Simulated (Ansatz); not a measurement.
`[CH3][Zr]([CH3])([OH])[OH]`, 13 atoms. The species carries charge 0 and has multiplicity 1. Correlated methods include outer-core shells of Zr, which these sets cover unevenly. Zr takes the def2 core potential. All runs use 4 threads of an Arm Neoverse V2 on a shared host. Correlated methods freeze the cores.

Question: Give the basis size and wall time and peak host memory of each of these runs in Ansatz. RKS PBE0-D4/def2-TZVP frequencies; RKS ωB97M-V/def2-QZVPP energy; RHF-MP2/def2-QZVPP energy; direct RPA on PBE orbitals/def2-TZVPP energy; RKS CAM-B3LYP-D4/def2-TZVPP energy; RKS PBE0-D4/def2-SVP energy; RKS ωB97M-V/def2-SVP energy; RKS PBE-QIDH (frozen core)/def2-TZVPP energy; RHF-CCSD(T)/def2-TZVPP energy; RKS r2SCAN-D4/def2-TZVPP energy and forces; RKS PBE0-D4/def2-TZVP relaxation (14 steps); RKS PBE0-D4/def2-QZVPP energy. (Estimate.)

Answer: Ansatz gave: Other jobs shared the machine, so times are rough.

```
                                level                    job  functions  wall time  peak host memory (GiB)
                 RKS PBE0-D4/def2-SVP                 energy        127      1.4 s                     0.3
          RKS CAM-B3LYP-D4/def2-TZVPP                 energy        292      4.7 s                    0.85
             RKS r2SCAN-D4/def2-TZVPP      energy and forces        292      7.5 s                    0.43
                 RKS ωB97M-V/def2-SVP                 energy        127      7.5 s                    0.44
RKS PBE-QIDH (frozen core)/def2-TZVPP                 energy        292      8.5 s                    0.84
               RKS PBE0-D4/def2-QZVPP                 energy        549       11 s                     1.9
direct RPA on PBE orbitals/def2-TZVPP                 energy        292       11 s                    0.87
               RKS ωB97M-V/def2-QZVPP                 energy        549       27 s                     2.4
                   RHF-MP2/def2-QZVPP                 energy        549       31 s                     3.8
                RKS PBE0-D4/def2-TZVP  relaxation (14 steps)        212       58 s                    0.58
                RKS PBE0-D4/def2-TZVP            frequencies        212    3.6 min                    0.59
               RHF-CCSD(T)/def2-TZVPP                 energy        292     22 min                     4.4
```
